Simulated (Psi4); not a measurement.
CaF2, singlet, geometry from GFN2-xTB (such geometries of metal compounds can be far from the true shape); Psi4 1.11 with PBE/6-31G**.

Psi4 was given this input:
```
memory 2 GB

molecule {
0 1
Ca
F  1 1.890867
F  1 1.890867 2 108.435959
}

set basis 6-31g**

energy('pbe')
print_variables()
```

**Question.** Write the output that Psi4 gives for this input, abridged.

**Answer.** 
```
   => Loading Basis Set <=

    Name: 6-31G**
    Role: ORBITAL
    Keyword: BASIS

         ---------------------------------------------------------
                                   SCF
               by Justin Turney, Rob Parrish, Andy Simmonett
                          and Daniel G. A. Smith
                              RKS Reference
         ---------------------------------------------------------

  ==> Geometry <==

    Molecular point group: c2v
    Full point group: C2v

    Geometry (in Angstrom), charge = 0, multiplicity = 1:

       Center              X                  Y                   Z               Mass
    ------------   -----------------  -----------------  -----------------  -----------------
         CA           0.000000000000     0.000000000000    -0.538858858013    39.962590863000
         F            0.000000000000    -1.533960823350     0.566737001294    18.998403162730
         F            0.000000000000     1.533960823350     0.566737001294    18.998403162730

  Running in c2v symmetry.

  Rotational constants: A =      0.70806  B =      0.18855  C =      0.14890 [cm^-1]
  Rotational constants: A =  21227.17170  B =   5652.51298  C =   4463.84937 [MHz]
  Nuclear repulsion =  114.720905462240395

  Charge       = 0
  Multiplicity = 1
  Electrons    = 38
  Nalpha       = 19
  Nbeta        = 19

  ==> Algorithm <==

  SCF Algorithm Type is DF.
  DIIS enabled.
  MOM disabled.
  Fractional occupation disabled.
  Guess Type is SAD.
  Energy threshold   = 1.00e-06
  Density threshold  = 1.00e-06
  Integral threshold = 1.00e-12

  ==> Primary Basis <==

  Basis Set: 6-31G**
    Blend: 6-31G**
    Number of shells: 22
    Number of basis functions: 53
    Number of Cartesian functions: 53
    Spherical Harmonics?: false
    Max angular momentum: 2

  ==> DFT Potential <==

   => LibXC <=

    Version 7.1.2
    S. Lehtola, C. Steigemann, M. J. T. Oliveira, and M. A. L. Marques,  SoftwareX 7, 1–5 (2018) (10.1016/j.softx.2017.11.002)

   => Composite Functional: PBE <=

    PBE GGA Exchange-Correlation Functional

    J.P. Perdew et. al., Phys. Rev. Lett., 77(18), 3865-3868, 1996

    Deriv               =              1
    GGA                 =           TRUE
    Meta                =          FALSE

    Exchange Hybrid     =          FALSE
    MP2 Hybrid          =          FALSE

   => Exchange Functionals <=

    1.0000     XC_GGA_X_PBE

   => Correlation Functionals <=

    1.0000     XC_GGA_C_PBE

   => LibXC Density Thresholds  <==

    XC_GGA_C_PBE:  1.00E-12
    XC_GGA_X_PBE:  1.00E-15

   => Molecular Quadrature <=

    Radial Scheme          =       TREUTLER
    Pruning Scheme         =           NONE
    Nuclear Scheme         =       TREUTLER

    Blocking Scheme        =         OCTREE
    BS radius alpha        =              1
    Pruning alpha          =              1
    Radial Points          =             75
    Spherical Points       =            302
    Total Points           =          65665
    Total Blocks           =            571
    Max Points             =            256
    Max Functions          =             52
    Weights Tolerance      =       1.00E-15

   => Loading Basis Set <=

    Name: (6-31G** AUX)
    Role: JKFIT
    Keyword: DF_BASIS_SCF

  ==> Integral Setup <==

  SCF_SUBTYPE=INCORE selected. In-core MEM_DF algorithm will be used.
  Using in-core AOs.

  ==> MemDFJK: Density-Fitted J/K Matrices <==

    J tasked:                   Yes
    K tasked:                    No
    wK tasked:                   No
    Algorithm:                 Core
    Schwarz Cutoff:           1E-12
    Mask sparsity (%):       1.3528
    Fitting Condition:        1E-10

   => Auxiliary Basis Set <=

  Basis Set: (6-31G** AUX)
    Blend: CC-PVDZ-JKFIT + DEF2-UNIVERSAL-JKFIT
    Number of shells: 92
    Number of basis functions: 365
    Number of Cartesian functions: 365
    Spherical Harmonics?: false
    Max angular momentum: 4

  Minimum eigenvalue in the overlap matrix is 8.5676954556E-03.
  Reciprocal condition number of the overlap matrix is 1.8570240243E-03.
    Using symmetric orthogonalization.

  ==> Pre-Iterations <==

  SCF Guess: Superposition of Atomic Densities via on-the-fly atomic UHF (no occupation information).

   -------------------------
    Irrep   Nso     Nmo
   -------------------------
     A1        23      23
     A2         5       5
     B1         9       9
     B2        16      16
   -------------------------
    Total      53      53
   -------------------------

  ==> Iterations <==

                           Total Energy        Delta E     RMS |[F,P]|

   @DF-RKS iter SAD:  -876.03586478217846   -8.76036e+02   0.00000e+00
    Occupation by irrep:
             A1    A2    B1    B2
    DOCC [    10,    1,    3,    5 ]
    NA   [    10,    1,    3,    5 ]
    NB   [    10,    1,    3,    5 ]

   @DF-RKS iter   1:  -876.57387529465200   -5.38011e-01   3.04588e-02 DIIS/ADIIS
    Occupation by irrep:
             A1    A2    B1    B2
    DOCC [     9,    1,    3,    6 ]
    NA   [     9,    1,    3,    6 ]
    NB   [     9,    1,    3,    6 ]

   @DF-RKS iter   2:  -868.79968462301110    7.77419e+00   1.30859e-01 ADIIS
   @DF-RKS iter   3:  -876.26452606575549   -7.46484e+00   4.39967e-02 DIIS/ADIIS
   @DF-RKS iter   4:  -876.85834483099336   -5.93819e-01   2.63130e-03 DIIS/ADIIS
   @DF-RKS iter   5:  -876.85983170245152   -1.48687e-03   7.76043e-04 DIIS/ADIIS
   @DF-RKS iter   6:  -876.86005103154139   -2.19329e-04   1.21616e-04 DIIS/ADIIS
   @DF-RKS iter   7:  -876.86005625479584   -5.22325e-06   1.60346e-05 DIIS
   @DF-RKS iter   8:  -876.86005632981255   -7.50167e-08   9.53454e-07 DIIS
  Energy and wave function converged.

  ==> Post-Iterations <==

   Electrons on quadrature grid:
      Ntotal   =   37.9998036719 ; deviation = -1.963e-04

    Orbital Energies [Eh]
    ---------------------

    Doubly Occupied:

[...]
       6B2    -0.209082

    Virtual:

[...]
      23A1     3.993459

    Final Occupation by Irrep:
             A1    A2    B1    B2
    DOCC [     9,    1,    3,    6 ]
    NA   [     9,    1,    3,    6 ]
    NB   [     9,    1,    3,    6 ]

  @DF-RKS Final Energy:  -876.86005632981255

   => Energetics <=

    Nuclear Repulsion Energy =            114.7209054622403954
    One-Electron Energy =               -1438.8412962821419114
    Two-Electron Energy =                 504.1514852308255854
    DFT Exchange-Correlation Energy =     -56.8911507407364709
    Empirical Dispersion Energy =           0.0000000000000000
    VV10 Nonlocal Energy =                  0.0000000000000000
    Total Energy =                       -876.8600563298125508

Computation Completed

Properties will be evaluated at   0.000000,   0.000000,   0.000000 [a0]

Properties computed using the SCF density matrix

 Multipole Moments:

 ------------------------------------------------------------------------------------
     Multipole            Electronic (a.u.)      Nuclear  (a.u.)        Total (a.u.)
 ------------------------------------------------------------------------------------

 L = 1.  Multiply by 2.5417464519 to convert [e a0] to [Debye]
 Dipole X            :          0.0000000            0.0000000            0.0000000
 Dipole Y            :          0.0000000            0.0000000            0.0000000
 Dipole Z            :         -1.6999817           -1.0883143           -2.7882960
 Magnitude           :                                                    2.7882960

 ------------------------------------------------------------------------------------

  Variable Map:
  ----------------------------------------------------------------------------
[...]
  Array Variable Map:
  ----------------------------------------------------------------------------
[...]
[...]
```
